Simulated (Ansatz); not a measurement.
A nudged elastic band was laid between two geometries of B2ClH2IO (7 atoms, charge 0, multiplicity 1).

Theory: Ansatz, UKS PBE/def2-SVP.

```
movable images  : 3
climbing image  : yes
spring          : 5.0 eV/Å²
optimiser       : quadratic models (default)
start path      : through a guess of the saddle point
force threshold : 0.05 eV/Å
iteration limit : 60
end points      : relaxed
```

Image 0:

```xyz
7
Properties=species:S:1:pos:R:3
B 0.334 0.063 1.412
O 0.005 -0.058 0.108
B -0.306 -0.158 -1.187
Cl -1.137 -1.591 -1.792
I 0.222 1.451 -2.519
H -0.473 0.580 2.161
H 1.417 -0.355 1.772
```

Image 4:

```xyz
7
Properties=species:S:1:pos:R:3
B 0.227 -0.069 0.553
O -0.672 0.507 1.398
B -0.126 -0.272 -1.096
Cl -0.835 -1.720 -1.789
I 0.475 1.338 -2.400
H -0.329 0.581 2.307
H 1.321 -0.431 0.981
```

Q: Which bonds break or form, and what moves?

A: Bonds broken: B1–H6, O2–B3. Bonds formed: B1–B3, O2–H6.

Q: What energy profile does the band end with?

A: The forces met the threshold. The highest image is number 2 of 0 to 4, 4.76 eV above the first end and 3.59 eV above the last; the last end lies 1.18 eV above the first. Neighbouring images differ by up to 4.4 eV, so the band resolves the path poorly. The order of the stationary point at the top wasn't checked. So few images can step over the top or miss a turn of the path. The orbitals stay closed-shell, which can raise the energy where a bond breaks towards radicals; this wasn't checked here.

| image | path coordinate (Å) | energy (eV) | B1–H6 (Å) | O2–B3 (Å) | B1–B3 (Å) |
| --- | --- | --- | --- | --- | --- |
| 0 | 0.00 | 0.00 | 1.22 | 1.34 | 2.69 |
| 1 | 1.10 | 0.37 | 1.18 | 1.35 | 2.38 |
| 2 | 2.21 | 4.76 | 1.29 | 1.51 | 1.63 |
| 3 | 3.06 | 1.72 | 1.80 | 2.27 | 1.66 |
| 4 | 3.92 | 1.18 | 1.95 | 2.67 | 1.70 |

Q: What is the geometry of the highest image?

A: 
```xyz
7
Properties=species:S:1:pos:R:3:forces:R:3
B 0.533 -0.117 0.648 0.02 -0.01 -0.03
O -0.908 0.272 0.497 0.00 0.03 0.06
B -0.256 -0.223 -0.776 0.01 0.00 -0.04
Cl -0.919 -1.744 -1.443 0.00 -0.01 0.00
I 0.388 1.438 -2.095 0.00 -0.01 -0.01
H -0.128 0.488 1.581 -0.01 -0.01 0.01
H 1.351 -0.182 1.543 -0.01 0.01 0.01
```

Time of the run: 2.3 min on 2 threads of Intel(R) Xeon(R) Platinum 8375C CPU @ 2.90GHz (Ice Lake) (shared host), peak memory 0.23 GiB.
